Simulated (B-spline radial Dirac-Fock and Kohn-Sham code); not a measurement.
# Two-hole binding energies of Tc⁵⁺

System: the Tc⁵⁺ ion, [Kr] 4d2.

Input of the calculation (task.json; shells as n, l, electrons):

```json
{"items": [{
  "Z": 43,
  "q": 5,
  "cfg": [[1, 0, 2], [2, 0, 2], [2, 1, 6], [3, 0, 2], [3, 1, 6], [3, 2, 10], [4, 0, 2], [4, 1, 6], [4, 2, 2]],
  "A": 97,
  "rrms": 4.4112,
  "do": ["binding", "quiet", "double"]
}]}
```

Run with: `python xray_run.py task.json out`

These are calculated numbers from an atomic code on a B-spline grid; the model is relaxed Dirac-Fock hole states (ΔSCF) with Breit and QED corrections and a finite nucleus. U is the two-hole binding energy less the two single-hole energies, the effective repulsion of the holes after relaxation. Each two-hole energy is an average over J within one jj subconfiguration.

```csv
holes,E(a) (eV),E(b) (eV),E(ab) (eV),U (eV)
1s⁻¹ 2p3/2⁻¹,21127.1,2762.1,24067.2,178.0
1s⁻¹ 3p1/2⁻¹,21127.1,532.1,21718.6,59.4
1s⁻¹ 3d5/2⁻¹,21127.1,335.4,21514.1,51.6
2s⁻²,3132.6,3132.6,6378.6,113.4
2s⁻¹ 2p1/2⁻¹,3132.6,2878.6,6116.8,105.5
2p1/2⁻²,2878.6,2878.6,5895.6,138.4
2p3/2⁻²,2762.1,2762.1,5650.8,126.5
2s⁻¹ 3p3/2⁻¹,3132.6,512.1,3695.3,50.6
2p1/2⁻¹ 3s⁻¹,2878.6,630.2,3559.7,50.9
2p1/2⁻¹ 3p3/2⁻¹,2878.6,512.1,3442.8,52.1
3p1/2⁻²,532.1,532.1,1108.2,44.0
3p1/2⁻¹ 3p3/2⁻¹,532.1,512.1,1084.7,40.6
3d3/2⁻¹ 3d5/2⁻¹,339.0,335.4,718.4,43.9
3d5/2⁻²,335.4,335.4,?,?
```

**Question.** Give the missing two-hole energy and U.

**Answer.** E(ab) = 714.1 eV and U = 43.4 eV.
